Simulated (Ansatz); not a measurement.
```yaml
crystal:
  periodic: [false, false, false]
  atoms:
    - {symbol: S, position_ang: [-1.764391, 0.868435, -0.029216]}
    - {symbol: Zr, position_ang: [0.503282, 0.052351, 0.049147]}
    - {symbol: Cl, position_ang: [1.829849, 1.899002, 0.490404]}
    - {symbol: Cl, position_ang: [0.662287, -1.565890, 1.709051]}
    - {symbol: Cl, position_ang: [1.018386, -0.934901, -1.990322]}
    - {symbol: H, position_ang: [-2.207313, -0.382897, -0.275163]}
basis:
  gaussian: {orbitals: cc-pVTZ-DK, fitting: {mean_field: cc-pVTZ-jkfit}}
hamiltonian: {xc: {name: SVWN5}}
output: {forces: true}
```

```sh
$ ansatz run in.yaml --threads 4 --pin off --events-out ev --progress --plain --max-ram 10444MiB
```

(1) How does Ansatz answer? (An estimate is asked.)

## Answers

(1) Computed: The input was rejected before any iteration.
```
Functional definition: SVWN5
Error: <dir> the basis set cc-pVTZ-JKFIT has no functions for Zr
```
